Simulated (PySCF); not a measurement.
**MgAs at r²SCAN**

Level: r²SCAN. Mg cc-pVDZ, As cc-pVDZ-PP with ECP10; scalar-relativistic core potentials (PySCF 2.14).

* state: ⁴Σ⁻ (quartet), unpaired electrons σ ↑, π ↑↑
* bond length: 265.1 pm
* harmonic wavenumber: 248 cm⁻¹
* force constant: 0.660 mdyn/Å
* rotational constant Be: 0.1320 cm⁻¹
* anharmonicity ωexe: 1.64 cm⁻¹
* vibration–rotation constant αe: 0.00104 cm⁻¹
* well depth De to Mg + As: 0.86 eV
* dissociation energy D0: 0.84 eV
* bond order (Mayer): 0.98
* dipole moment (positive dipole means Mg(−)As(+)): -1.55 D

Spin–orbit coupling is left out. The state was picked by a PBE0 search and need not be the measured ground state.
